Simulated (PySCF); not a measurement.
# Fine-structure interval of Bi⁷⁴⁺ by level of theory

Bi⁷⁴⁺ [He] 2s2 2p5 [2p1/2^2 2p3/2^3, M_J = 3/2] → Bi⁷⁴⁺ [He] 2s2 2p5 [2p1/2^1 2p3/2^4, M_J = 1/2], as a difference of total energies. All numbers are calculated (PySCF 2.14, the two-component X2C-1e Hamiltonian, in an even-tempered Gaussian basis (16 s from 64 bohr⁻², ratio 2.4; 13 p from 83 bohr⁻², ratio 2.4; 5 d from 280 bohr⁻², ratio 2.6; 4 f from 420 bohr⁻², ratio 2.6)). Correlated levels: nothing frozen; the 22 highest virtual spinors dropped. "Screened" scales the spin-orbit matrix elements by Boettger's factors to mimic the two-electron term; Breit and QED terms are absent.

```json
{"method": "GHF (screened spin-orbit)", "fine-structure interval (cm⁻¹)": "19353000"}
{"method": "GMP2 (screened spin-orbit)", "fine-structure interval (cm⁻¹)": "19355000"}
{"method": "GHF (bare spin-orbit)", "fine-structure interval (cm⁻¹)": "19909000"}
```
